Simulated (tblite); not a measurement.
Compound: C4H12GeSi.
SMILES with atom numbers: `[CH3:1][C@@H:2]1[CH2:3][C@H:4]1[SiH2:5][GeH3:6]` (hydrogens: H7, H8, H9 on C1; H10 on C2; H11, H12 on C3; H13 on C4; H14, H15 on Si5; H16, H17, H18 on Ge6)

Computed with GFN2-xTB (tblite), gas phase: L-BFGS steps from a force-field or distance-geometry start until the largest atomic force falls under 0.01 eV/Å.

Geometry at step 12:
```
atom  x, y, z in Å
C1     -0.0567   -0.9734    2.2306
C2     -0.6998   -0.3859    1.0021
C3     -1.4988   -1.2761    0.1122
C4     -0.1715   -0.7529   -0.3606
Si5    -0.1747    0.5523   -1.7070
Ge6     1.6626    1.9523   -1.3717
H7      0.7926   -0.3771    2.5572
H8      0.2897   -1.9836    2.0333
H9     -0.7708   -1.0106    3.0514
H10    -1.0408    0.6333    1.1422
H11    -2.3829   -0.8840   -0.3671
H12    -1.5826   -2.3206    0.3689
H13     0.6594   -1.4520   -0.3655
H14    -0.1380   -0.0727   -3.0392
H15    -1.4110    1.3380   -1.5809
H16     1.7768    3.0910   -2.3427
H17     3.0056    1.2887   -1.4709
H18     1.7322    2.6397   -0.0372
```

**Question.** Give the atomic forces at this geometry.

**Answer.** 
```tsv
atom	Fx (eV/Å)	Fy (eV/Å)	Fz (eV/Å)
C1	0.007	0.013	0.086
C2	0.088	-0.051	-0.014
C3	-0.038	-0.040	-0.091
C4	0.000	0.009	0.025
Si5	0.072	0.128	-0.072
Ge6	0.029	0.025	-0.015
H7	0.045	0.054	-0.047
H8	0.023	-0.061	-0.007
H9	-0.041	-0.011	0.025
H10	-0.079	0.004	-0.029
H11	-0.047	0.009	0.047
H12	0.016	-0.049	0.055
H13	-0.093	-0.035	0.015
H14	-0.023	0.023	0.083
H15	0.008	-0.033	-0.049
H16	0.019	-0.001	0.012
H17	0.007	0.021	0.000
H18	0.007	-0.006	-0.026
```

The largest, 0.16 eV/Å, acts on Si5; the rms over all components is 0.046 eV/Å. The forces sum to zero within rounding, as they must for an isolated molecule in no field.

**Question.** Give the force on Si5 in Eh/bohr and in nN.

**Answer.** 0.164 eV/Å ÷ 51.422 = 0.00318 Eh/bohr, and 0.164 eV/Å × 1.602 = 0.26 nN.

**Question.** How far is this geometry from the end of the optimisation?

**Answer.** 0.014 eV above it, and 0.046 Å rms away after alignment. The bonds farthest from their final lengths, with half the difference of the two atoms' forces along the bond (positive lengthens):

```tsv
bond	now (Å)	final (Å)	force along bond (eV/Å)
C4–Si5	1.875	1.880	+0.08
Si5–H14	1.472	1.468	-0.05
Si5–Ge6	2.334	2.338	-0.04
C2–C3	1.491	1.493	+0.05
C1–H8	1.086	1.088	+0.05
Si5–H15	1.470	1.468	-0.02
```

The angle farthest from its final value is C3–C4–Si5, 117.8° against 120.6°.

The cost below is that of the whole relaxation. Time: 0.31 s of wall time. Hardware: an Arm Neoverse V1 with one thread, no GPU, on a shared host.
